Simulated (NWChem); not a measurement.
HGa in NWChem

```xyz
2

Ga     0.0000     0.0000     0.0529
H      0.0000     0.0000    -1.6386
```
Charge 0, spin multiplicity 1.

Program: NWChem. The geometry was optimised at B3LYP/def2-SVP, a minimum by its harmonic frequencies.

Symmetry labels belong to the abelian group C2v used in the runs, with the axes of the coordinates shown; states degenerate in a higher group split over its labels.

The Hamiltonian is non-relativistic. B3LYP has NWChem's definition, with VWN1-RPA local correlation. The structure started from a generated list of species.

Task: List the lowest 3 singlet excitations that TD-B3LYP/def2-SVPD, VWN1-RPA local correlation gives, with oscillator strengths.

Result: 
```tsv
state	symmetry	energy (eV)	wavelength (nm)	f
1	b1	2.93	423	0.024
2	b2	2.93	423	0.024
3	a1	5.38	230	0.199
```
